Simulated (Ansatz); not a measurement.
bromotrifluoromethane (CBrF$_{3}$), singlet, geometry from GFN2-xTB; B3LYP5/6-311G** run with Ansatz (a quantum-chemistry and plane-wave program).

The Ansatz input:
Ansatz 0.2 input:
```yaml
crystal:
  periodic: [false, false, false]
  atoms:
    - {symbol: F, position_ang: [-1.25521109, -0.59016274, -1.10733380]}
    - {symbol: C, position_ang: [-0.81788382, 0.01960982, -0.02293889]}
    - {symbol: F, position_ang: [-1.31527921, -0.58708967, 1.03701563]}
    - {symbol: F, position_ang: [-1.24067541, 1.26863000, -0.03657222]}
    - {symbol: Br, position_ang: [1.12022270, -0.02685878, 0.03141848]}
basis:
  gaussian:
    orbitals: 6-311G__.json
hamiltonian:
  xc: b3lyp5
```
The basis file holds 6-311G** in the JSON format of the Basis Set Exchange.

The log (banner, timings and long lists left out):

```
Functional definition: B3LYP5
1051 factors; their error is unknown
mean field evaluation 1: about -79226.3756 eV, gradient 4.3e1 eV
mean field evaluation 2: about -79222.9801 eV, gradient 6.6e1 eV
mean field evaluation 4: about -79228.7190 eV, gradient 1.4e0 eV
mean field evaluation 8: about -79228.7230 eV, gradient 1.2e-2 eV
mean field evaluation 16: about -79228.7927 eV, gradient 5.2e-5 eV
mean field -79228.79266161 eV, -2911.6044271097 hartree, gradient 5.2e-5 eV, S^2 0.000000; 0 other end points of the search recorded, 0 dependent functions left out
reference -79228.79282976 eV, -2911.6044332889 hartree; 34, 34 occupied and 82, 82 virtual orbitals, 1051 factors
Total energy: -79228.79282976 eV, -2911.6044332889 hartree
```
